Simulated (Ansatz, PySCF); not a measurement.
Process, species as SMILES: CCCCCO + 5 [H][H] (H2) → 5 C (CH4) + O (H2O)
Each molecule is optimised on its own at B3LYP-D3(BJ)/def2-TZVP (Ansatz, a first-principles code), one conformer each, not searched for the lowest. Frequencies are from Ansatz or PySCF.

Property: energy of full hydrogenation (0 K, with B3LYP-D3(BJ) harmonic zero-point energies), in kcal/mol. Valence correlation only, unless marked. No spin-orbit coupling. Non-relativistic. CBS marks a two-point X^-3 extrapolation of the correlation energy; Hartree-Fock from the larger set.

| level | program | energy of full hydrogenation (kcal/mol) |
|---|---|---|
| PBE0/STO-3G | Ansatz | -53.4 |
| BHLYP-D3(BJ)/def2-TZVPD | Ansatz + dftd3 | ___ |
| r2SCAN0/def2-TZVPD | Ansatz | -77.1 |
| CCSD/cc-pVQZ | Ansatz | -77.8 |
| CCSD(T)/CBS(cc-pVTZ,cc-pVQZ) | Ansatz | -73.9 |

Problem. Complete the blanks.

Solution. 
- BHLYP-D3(BJ)/def2-TZVPD, energy of full hydrogenation (kcal/mol): -79.0
